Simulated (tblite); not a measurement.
C5H3ClFO (doublet state).
Structure used (GFN2-xTB), in Å, numbered top down from 1:
```xyz
11
C5H3ClFO angstrom
C     -0.7608   -1.2610    0.0103
C     -0.3474    0.0553   -0.0087
C     -1.2377    1.1141   -0.0387
F     -2.5555    0.8884   -0.0515
C      1.0850    0.3570    0.0033
Cl     1.6566    2.0188   -0.0299
C      2.0585   -0.5138    0.0394
O      2.9546   -1.2487    0.0706
H     -0.0557   -2.0696    0.0332
H     -1.8079   -1.4971    0.0006
H     -0.9843    2.1592   -0.0547
```

All values are computed: GFN2-xTB (tblite) harmonic vibrations without scaling, gas phase. Errors from tens to a few hundred cm⁻¹ against measured bands are possible. One conformer, not necessarily the lowest. Open shells enter through the occupations alone, without spin polarisation, and single modes of such species can be off by tens of per cent.

Harmonic wavenumbers (cm⁻¹): 30.9, 103.6, 144.3, 161.2, 261.7, 271.6, 359.4, 385.4, 434.1, 500.5, 543.0, 547.8, 603.9, 684.8, 741.5, 972.4, 991.0, 1128.8, 1185.6, 1324.9, 1383.9, 1445.8, 1471.8, 2257.4, 3128.8, 3137.7, 3179.6.

A = 2538, B = 1178, C = 804.5 MHz; mass 132.986 u (most abundant isotopes); point group Cs, symmetry number 1; spin multiplicity 2.

Q: Zero-point energy?

A: Half the sum of the wavenumbers: 13691 cm⁻¹ = 163.78 kJ/mol.

Q: Give the ideal-gas entropy at 400 K and 1 bar in the rigid-rotor, harmonic-oscillator model (classical rotation).

A: Translation 175.95, rotation 126.18, vibration 131.81, spin (R ln 2) 5.76: S = 439.7 J/(mol K).

Q: And Cp and H(400 K) − H(0)?

A: Cp = 153.50 J/(mol K), of which vibrations give 120.25 (their classical limit is 27 R = 224.5); H(400 K) − H(0) = 39.96 kJ/mol without the zero-point energy, 26.65 from vibrations.

Q: Blend soft modes into free rotors: weight 1/[1 + (100 cm⁻¹/ν̃)⁴] for the oscillator and the rest for a rotor with moment μB/(μ + B), μ = h/(8π²ν), B = 10⁻⁴⁴ kg m². What vibrational entropy results?

A: 121.09 J/(mol K) in place of 131.81, which changes −T·S at 400 K by +4.29 kJ/mol.

Q: How do the functions run with temperature in this model?

A: 
| T (K) | S (J/(mol K)) | Cp (J/(mol K)) | H − H(0) (kJ/mol) | G − H(0) (kJ/mol) | ln q(vib) |
| --- | --- | --- | --- | --- | --- |
| 150 | 323.2 | 87.6 | 8.93 | -39.56 | 2.61 |
| 250 | 375.7 | 119.2 | 19.34 | -74.59 | 4.74 |
| 298.15 | 397.8 | 131.7 | 25.39 | -93.22 | 5.75 |
| 600 | 508.0 | 183.0 | 73.85 | -230.96 | 11.64 |
| 900 | 587.6 | 208.7 | 132.98 | -395.84 | 16.62 |

q(vib) and H(0) count from the zero-point level.

Q: Which modes carry the vibrational entropy at 400 K?

A: 30.9 cm⁻¹: 26.58; 103.6 cm⁻¹: 16.57; 144.3 cm⁻¹: 13.86; 161.2 cm⁻¹: 12.96; 261.7 cm⁻¹: 9.12; 271.6 cm⁻¹: 8.83 J/(mol K); the other 21 give 43.88 together.

Hindered rotation and anharmonicity are outside this model. Other conformers, if any are populated, would add a mixing term that is left out.

Hardware: an Arm Neoverse V1 with one thread, no GPU, shared host. Cost: 0.32 s of wall time. This covers the Hessian and the dipole derivatives.
